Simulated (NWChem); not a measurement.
System: CH5AlO2S; SMILES C[S][Al]([OH])[OH]

```xyz
10

Al    -0.1263     0.8061     0.0001
O      0.7017     2.3026    -0.0011
H      1.6651     2.3546    -0.0035
O     -1.8370     0.8021     0.0014
H     -2.3124     1.6427     0.0012
S      0.8962    -1.1200     0.0006
C     -0.5387    -2.3007     0.0007
H     -1.4938    -1.7741     0.0048
H     -0.4644    -2.9289     0.8904
H     -0.4692    -2.9239    -0.8929
```
Atoms are numbered in this order, from 1.

The geometry was optimised at B3LYP/6-31G* (spherical d).

Problem. Give the principal values of the shielding tensors (ppm) of Al1, O2, O4, S6, C7 from PBE/pcSseg-1, GIAO (NWChem), with their diamagnetic and paramagnetic parts as GIAO splits them.

Solution. 
```json
[
 {"atom": "Al1", "σ11": "373.3", "σ22": "408.9", "σ33": "455.8", "isotropic": "412.7", "diamagnetic": "797.2", "paramagnetic": "-384.6"},
 {"atom": "O2", "σ11": "243.0", "σ22": "287.1", "σ33": "337.0", "isotropic": "289.0", "diamagnetic": "388.1", "paramagnetic": "-99.1"},
 {"atom": "O4", "σ11": "267.2", "σ22": "313.6", "σ33": "345.5", "isotropic": "308.8", "diamagnetic": "387.1", "paramagnetic": "-78.4"},
 {"atom": "S6", "σ11": "619.4", "σ22": "632.1", "σ33": "862.0", "isotropic": "704.5", "diamagnetic": "1057.8", "paramagnetic": "-353.3"},
 {"atom": "C7", "σ11": "155.3", "σ22": "158.2", "σ33": "189.2", "isotropic": "167.6", "diamagnetic": "251.6", "paramagnetic": "-84.0"}
]
```
